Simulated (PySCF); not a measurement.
## Correlation energy of As⁺ (arsenic, charge +1)

[Ar] 3d10 4s2 4p2, high-spin 3P determinant. Calculation: PySCF 2.14, in cc-pVTZ-PP with ECP10MDF; a scalar-relativistic core potential. Frozen: 3s2 3p6 3d10; 4 electrons correlated.

MP2 pair energies summed by pair of shells (mhartree):

| pair | energy | share (%) |
| --- | --- | --- |
| 4s-4p | -33.36 | 61.7 |
| 4s-4s | -15.42 | 28.5 |
| 4p-4p | -5.26 | 9.7 |

Total MP2 correlation energy: -54.04 mhartree.

Same-spin part -8.99 and opposite-spin part -45.05 mhartree; SCS-MP2 scales them by 1/3 and 6/5 to -57.06 mhartree.

```csv
level,correlation energy (mhartree)
CCSD,-69.43
(T),-1.63
CCSD(T),-71.06
```

Diagnostics: T1 = 0.0075, D1 = 0.0196, largest double amplitude 0.091.

Cost of the coupled-cluster step: 0.33 s of wall time on 1 thread of Neoverse-V1 (shared host), for 4 correlated electrons.
